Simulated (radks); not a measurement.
Values are calculated unless marked as measured or tabulated.
Problem. All-electron atom: Ce4+ in [Xe]. Code: a radial shooting solver on a logarithmic mesh with Libxc functionals. Model: scalar-relativistic Kohn-Sham, SOGGA, spin-polarised, spherical densities, finite nucleus; Fermi nuclear charge, rms radius 4.8771 fm. Some entries of the table are withheld. Estimate them.

orbital,occ.,eigenvalue (Ry),r(max) (bohr),<r^2> (bohr^2)
1s,2,(1),0.01575,0.0008214
2s,2,-476.9551,0.08910,0.01307
2p,6,-427.5892,0.07169,0.01042
3s,2,(2),(3),0.08881
3p,6,-89.64478,0.2494,0.08881
3d,10,-67.30938,0.2053,0.07586
4s,2,-23.89658,0.5923,0.4554
4p,6,-18.74809,0.6180,0.5128
4d,10,-11.32709,0.6496,0.6287
5s,2,-5.79304,1.344,2.379
5p,6,-4.40999,1.492,3.020
4f,0,-3.46460,0.6864,1.162
5d,0,-2.59576,(4),5.052
6s,0,-2.14585,2.951,10.57

Solution. 
(1) 1s eigenvalue (Ry): -2961.381
(2) 3s eigenvalue (Ry): -105.3475
(3) 3s r(max) (bohr): 0.2548
(4) 5d r(max) (bohr): 1.862
